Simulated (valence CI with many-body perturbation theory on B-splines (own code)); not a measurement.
## From CI to CI+MBPT in Ca¹⁵⁺

Calculated by configuration interaction combined with many-body perturbation theory (CI+MBPT): three valence electrons over a frozen Dirac-Fock core [He], radial functions for each j: 11 s, 11 p, 9 d, 7 f, 5 g, 2 h, 1 i, with the one-electron correlation potential Σ1, the two-electron term Σ2, the three-electron term Σ3, Breit, model QED; selected CI, second order for the rest (own B-spline code, finite nucleus).

No measured spectrum was set against this ion. As an estimate, levels of excited configurations hold to 0.05 to 0.15 % of their energy, terms of the ground configuration to about 0.5 %.

Each rung adds one term. CI alone is the Dirac-Coulomb CI over the frozen core; QED comes last and gives the full result, which names the levels. Energies are above 2s2 2p 2P°_1/2 on the same rung, in eV.

Names give the largest LS component (configuration and term), which can be under half, so a name can repeat, a term be missing and a line seem to break the LS rules; names also repeat where a configuration has a term twice.

```
         Level  CI alone    + Σ1    + Σ2    + Σ3  + Breit    Full
2s2 2p 2P°_3/2      4.72    4.73    4.73    4.73     4.53    4.54
 2s 2p2 4P_1/2     33.41   33.26   33.24   33.25    33.35   33.19
 2s 2p2 4P_3/2     35.28   35.14   35.12   35.13    35.15   34.99
 2s 2p2 4P_5/2     37.76   37.62   37.61   37.62    37.41   37.26
 2s 2p2 2D_3/2     59.92   59.78   59.71   59.69    59.61   59.45
 2s 2p2 2D_5/2     60.31   60.17   60.10   60.08    59.93   59.77
 2s 2p2 2S_1/2     73.79   73.64   73.53   73.49    73.62   73.46
 2s 2p2 2P_1/2     79.21   79.08   78.87   78.82    78.78   78.63
 2s 2p2 2P_3/2     80.89   80.75   80.45   80.41    80.25   80.10
   2p3 4S°_3/2    104.44  104.14  103.83  103.80   103.82  103.49
   2p3 2D°_3/2    117.36  117.06  116.83  116.79   116.89  116.56
   2p3 2D°_5/2    118.17  117.87  117.64  117.61   117.48  117.16
   2p3 2P°_1/2    131.34  131.06  130.83  130.79   130.87  130.55
   2p3 2P°_3/2    132.64  132.36  132.13  132.09   132.04  131.73
 2s2 3s 2S_1/2    545.85  546.12  546.07  546.04   545.68  545.74
2s2 3p 2P°_1/2    561.90  562.13  562.08  562.05   561.75  561.76
2s2 3p 2P°_3/2    563.22  563.45  563.40  563.37   563.01  563.02
 2s2 3d 2D_3/2    578.08  578.35  578.29  578.26   577.86  577.87
 2s2 3d 2D_5/2    578.45  578.72  578.67  578.64   578.22  578.24
```

How does the ionisation energy move along the ladder, and which term matters most?

CI alone 973.93, + Σ1 974.23, + Σ2 974.17, + Σ3 974.14, + Breit 973.72, + QED 973.74 eV. The largest step is Breit, -0.42 eV. NIST lists 973.7 ± 0.3 eV (semi-empirical).
